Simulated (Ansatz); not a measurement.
[M(NH3)2] with several metals: vertical EA (eV) at several levels, gas phase, relaxed structures; Ansatz. Core potentials for Ag, Au in the def2 sets, no spin–orbit coupling. Names give formal oxidation states. The structures are stationary points that may keep the symmetry of their start.

```json
{"species": "[Cu(NH3)2]+ (CuN2H6⁺)", "state": "singlet to doublet", "geometry": "PBE0-D4/def2-TZVP", "PBE-D4/def2-TZVP": "3.61", "r2SCAN-D4/def2-TZVP": "3.43", "PBE0-D4/def2-TZVP": "3.39"}
{"species": "[Ag(NH3)2]+ (AgN2H6⁺)", "state": "singlet to doublet", "geometry": "PBE-D4/def2-TZVP", "PBE-D4/def2-TZVP": "3.74", "r2SCAN-D4/def2-TZVP": "3.54", "PBE0-D4/def2-TZVP": "3.52"}
{"species": "[Au(NH3)2]+ (AuN2H6⁺)", "state": "singlet to doublet", "geometry": "PBE-D4/def2-TZVP", "PBE-D4/def2-TZVP": "3.50", "r2SCAN-D4/def2-TZVP": "3.28", "PBE0-D4/def2-TZVP": "3.24"}
```

Over the 3 species that have every level, the mean is 3.62 at PBE-D4/def2-TZVP, 3.42 at r2SCAN-D4/def2-TZVP, 3.38 at PBE0-D4/def2-TZVP.
